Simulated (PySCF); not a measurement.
Field gradients at the hydrogen positions

C7H10FNSi.
Structure used (GFN2-xTB), in Å, numbered top down from 1:
```xyz
20
C7H10FNSi angstrom
C     -2.1158   -0.2157   -0.6899
C     -0.8967    0.5722   -0.2168
C     -0.8925    0.7147    1.3014
C      0.3751   -0.1089   -0.7122
F      0.4077    0.0183   -2.1053
Si     0.9251   -1.8947   -0.1328
C      2.2730   -0.6784    0.4052
C      1.6766    0.4096   -0.1172
C      2.0933    1.7473   -0.1395
N      2.4046    2.8525   -0.1533
H     -2.0988   -0.3256   -1.7716
H     -2.1195   -1.2079   -0.2413
H     -3.0321    0.2979   -0.4092
H     -0.9280    1.5736   -0.6657
H     -0.0572    1.3259    1.6363
H     -0.8217   -0.2609    1.7788
H     -1.8128    1.1920    1.6287
H      0.1477   -2.5344    0.9234
H      1.2494   -2.7739   -1.2469
H      3.2176   -0.6930    0.9249
```

Level: PBE0/pcSseg-1 (PySCF, non-relativistic); Q(2H) = 0.00286 b; rigid geometry, the same for H and D, with no vibrational averaging.

Task: Rank these positions by the coupling χzz of a deuteron there, largest first.
A. H18 (Si–H hydrogen)
B. H20 (vinylic hydrogen)
C. H17 (methyl hydrogen)
D. H14 (methine hydrogen)

Result: B (223 kHz), C (212 kHz), D (193 kHz), A (110 kHz).

Task: What are Vzz, η and χzz (234.96 MHz × Q × Vzz) at all hydrogens?

Result: 
```csv
atom,bonded to,bond length (Å),Vzz (au),η,χzz (kHz)
H11,C1,1.087,0.3122,0.01,210
H12,C1,1.089,0.3131,0.03,210
H13,C1,1.087,0.3159,0.02,212
H14,C2,1.098,0.2878,0.02,193
H15,C3,1.088,0.3117,0.03,209
H16,C3,1.088,0.3128,0.03,210
H17,C3,1.087,0.3154,0.02,212
H18,Si6,1.459,0.1644,0.01,110
H19,Si6,1.456,0.1666,0.01,112
H20,C7,1.078,0.3323,0.00,223
```

Task: Average by the element that carries the hydrogen.

Result: on C: 210 kHz over 8 positions, mean bond length 1.088 Å; on Si: 111 kHz over 2 positions, mean bond length 1.457 Å.

Task: How does χzz go with the bond length over the 8 C–H bonds?

Result: A straight-line fit has a slope of -15.2 kHz for each 0.01 Å, with a correlation coefficient of -0.99, over lengths from 1.078 to 1.098 Å. The longer bonds have the smaller couplings here.

Task: A static deuteron (I = 1) shows a doublet split by (3/2)χ, (3/4)χ(1 + η) and (3/4)χ(1 − η) with the field along z, y and x of the gradient. What are these for H18?

Result: With |χ| = 110.5 kHz and η = 0.007: 166, 83 and 82 kHz, to first order and without motion.

Geometry: GFN2-xTB, one conformer, isolated molecule. GFN2-xTB bond lengths can be off by several hundredths of an ångström, more for odd bonds, and the gradients follow them. With a basis this small, the couplings can be 20 % off.

The run behind these numbers computed NMR shieldings as well. Hardware: Arm Neoverse V2, one thread, shared host with 192 logical CPUs at a one-minute load of 77. Cost: 52 s of wall time, 1.0 GiB resident at most.
